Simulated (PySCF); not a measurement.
GeI2Cl2.
Bonds: Ge1–I2, Ge1–I3, Ge1–Cl4, Ge1–Cl5.

Method used: PBE0-D3(BJ)/def2-SVP geometry optimisation, gas phase, def2 core potentials past Kr (PySCF 2.14.0).

List the bond lengths and angles at this level.

```json
{"bond": "Ge1–I2, Ge1–I3", "length (pm)": "249.2"}
{"bond": "Ge1–Cl4, Ge1–Cl5", "length (pm)": "214.2"}
```

Bonds in one row agree within 1 pm and their mean is given. A selection of angles:
```json
{"angle": "I2–Ge1–I3", "degrees": "111.5"}
{"angle": "I2–Ge1–Cl4", "degrees": "109.7"}
{"angle": "Cl4–Ge1–Cl5", "degrees": "107.1"}
```

Ge1 (germanium bonded to 2 Cl and 2 I) is tetrahedral (angles from 107.1° to 111.5°).

Point group: C2v (tolerance 0.08 Å). No PBE0-D3(BJ)/def2-SVP frequencies stand behind this structure, so it isn't proved a minimum.

Time: 99 s of wall time; peak memory 0.51 GiB. Hardware: an Arm Neoverse V1 with one thread, shared host. These figures are those of the optimisation.
